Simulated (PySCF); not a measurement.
Excitations are Tamm–Dancoff values on a coarser integration grid. The basis has no diffuse functions, so Rydberg states are missing or too high.

Z-matrix (Å, degrees):
```
C
C 1 1.3286
H 2 1.0825 1 121.05
H 2 1.0837 3 118.64 1 -180.00
N 1 1.3926 2 121.22 3 179.99
C 5 1.2655 1 117.61 2 -179.98
H 6 1.0881 5 119.29 1 180.00
H 1 1.0942 2 120.98 3 -0.01
H 6 1.0983 7 117.62 5 179.95
```
Charge 0, spin multiplicity 1.

Q: Estimate the S1 oscillator strength, HOMO–LUMO gap, S1 excitation (TDA), LUMO and T1 excitation (TDA) that PBE0-D4/def2-TZVP (PySCF) returns for this input.

A: 
```yaml
S1 oscillator strength: 0.001
HOMO–LUMO gap: 6.11 eV
S1 excitation (TDA): 4.53 eV
LUMO: -1.23 eV
T1 excitation (TDA): 3.30 eV
```
